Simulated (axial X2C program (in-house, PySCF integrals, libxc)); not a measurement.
**Nuclear properties of FSnF**

Calculated with an axial X2C code built on PySCF integrals: two-component X2C with atomic mean-field Coulomb and Gaunt terms, Gaussian nuclei, basis F dyall-av3z, Sn dyall-v3z with contracted cores.

F–Sn–F held linear, with bonds 2.041 and 2.041 Å (near the PBE0 minimum at charge 0 of the determinant lowest at the starting distance; the state shown can have its own minimum elsewhere, held linear; other orders of the atoms were not compared).

Determinant lowest in the PBE0 search, Ω = 0 (closed shell), highest spinor 56% F p, 26% Sn s, 10% Sn d:

```csv
level,qzz F (a.u.),qzz Sn (a.u.)
PBE0,0.03,-5.06
HF,0.07,-4.63
PBE,-0.03,-4.99
```

qzz is the electric field gradient, eQq0 = 234.96 MHz × Q/barn × qzz. The operators were transformed with the bare-nucleus X2C matrices; with these basis sets, hyperfine constants and field gradients can be off by tens of per cent, and where levels differ in sign neither size nor sign is settled.

The molecule was held linear; bending was not examined, so a bent shape may lie lower.

Each state is one determinant with collinear spin. The search compared states at one distance, so a state with another bond length can lie lower. Where a field gradient or hyperfine factor spreads by more than a factor of two over the levels, a constant derived from it is not to be relied on.
